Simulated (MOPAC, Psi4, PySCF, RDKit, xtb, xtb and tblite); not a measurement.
Internal rotation in SMILES CC(=O)C(C)=O (C4H6O2), singlet. Scanned: dihedral O3–C2–C4–O6; all other coordinates were relaxed at B3LYP-D3(BJ)/def2-SVP. Points at φ and −φ are mirror images.

Geometry of the scan point at -30° (Å):
```
12

C     -1.9322    -0.5809    -0.1321
C     -0.6982     0.2795    -0.2965
O     -0.7400     1.4422    -0.6131
C      0.6910    -0.3841    -0.0529
C      0.7711    -1.5071     0.9582
O      1.6460     0.0227    -0.6666
H     -2.0409    -0.9077     0.9152
H     -1.8545    -1.4934    -0.7467
H     -2.8190    -0.0059    -0.4288
H      1.8198    -1.8033     1.0907
H      0.1845    -2.3768     0.6195
H      0.3461    -1.1902     1.9253
```

GFN2-xTB, on its own relaxed geometries (the stored frames are those of B3LYP-D3(BJ)/def2-SVP) (xtb and tblite); MMFF94 // B3LYP-D3(BJ)/def2-SVP (RDKit); PBE/def2-TZVP // B3LYP-D3(BJ)/def2-SVP (Psi4); PBE-D3(BJ)/def2-TZVP // B3LYP-D3(BJ)/def2-SVP (Psi4); MP2/cc-pVTZ = DF-MP2 (frozen core)/cc-pVTZ // B3LYP-D3(BJ)/def2-SVP (Psi4 1.11); HF/cc-pVTZ // B3LYP-D3(BJ)/def2-SVP (Psi4); UFF // B3LYP-D3(BJ)/def2-SVP (RDKit); AM1, restricted, heats of formation // B3LYP-D3(BJ)/def2-SVP (MOPAC); PM6, restricted, heats of formation // B3LYP-D3(BJ)/def2-SVP (MOPAC); GFN1-xTB // B3LYP-D3(BJ)/def2-SVP (xtb); RKS-B3LYP/6-31G* = restricted B3LYP/6-31G*, spherical d, density fitting // B3LYP-D3(BJ)/def2-SVP run with PySCF 2.14.0; RHF/STO-3G = PySCF with restricted Hartree-Fock/STO-3G // B3LYP-D3(BJ)/def2-SVP; RHF/LANL2DZ = restricted Hartree-Fock/LANL2DZ // B3LYP-D3(BJ)/def2-SVP (PySCF).

Least-squares fit of E(φ) = a0 + Σ (a_n cos nφ + b_n sin nφ), n = 1 to 4, to the 12 scan points, in kJ/mol above the lowest point of each profile (levels whose profile four harmonics don't fit are not listed):

| method | a0 | a1 | b1 | a2 | b2 | a3 | b3 | a4 | b4 | rms of fit |
|---|---|---|---|---|---|---|---|---|---|---|
| GFN2-xTB | 8.87 | 10.65 | 0.00 | 1.77 | 0.00 | -0.05 | 0.00 | 0.63 | 0.00 | 0.14 |
| MMFF94 | 16.69 | 11.54 | 0.00 | -2.97 | 0.00 | 2.26 | 0.00 | 0.25 | 0.00 | 0.10 |
| PBE/def2-TZVP | 13.41 | 13.49 | 0.00 | -0.74 | 0.00 | -0.98 | 0.00 | 0.19 | 0.00 | 0.29 |
| PBE-D3(BJ)/def2-TZVP | 13.22 | 13.16 | 0.00 | -0.88 | 0.00 | -0.94 | 0.00 | 0.22 | 0.00 | 0.28 |
| MP2/cc-pVTZ | 16.60 | 13.91 | 0.00 | -3.40 | 0.00 | -0.59 | 0.00 | 0.48 | 0.00 | 0.29 |
| HF/cc-pVTZ | 17.56 | 16.47 | 0.00 | -1.27 | 0.00 | -0.16 | 0.00 | 0.33 | 0.00 | 0.24 |
| UFF | 13.91 | -0.62 | 0.00 | -13.93 | 0.00 | 0.61 | 0.00 | 0.55 | 0.00 | 0.32 |
| AM1 | 5.27 | 7.67 | 0.00 | 3.72 | 0.00 | 1.29 | 0.00 | 0.42 | 0.00 | 0.18 |
| PM6 | 5.37 | 8.40 | 0.00 | 4.75 | 0.00 | 1.03 | 0.00 | 0.19 | 0.00 | 0.24 |
| GFN1-xTB | 15.79 | 16.60 | 0.00 | 0.27 | 0.00 | 0.20 | 0.00 | 0.60 | 0.00 | 0.10 |
| RKS-B3LYP/6-31G* | 17.91 | 14.61 | 0.00 | -4.42 | 0.00 | -1.01 | 0.00 | 0.45 | 0.00 | 0.23 |
| RHF/STO-3G | 12.90 | 5.25 | 0.00 | -7.55 | 0.00 | 1.10 | 0.00 | 0.81 | 0.00 | 0.16 |
| RHF/LANL2DZ | 20.74 | 17.32 | 0.00 | -3.70 | 0.00 | 0.46 | 0.00 | 0.98 | 0.00 | 0.16 |
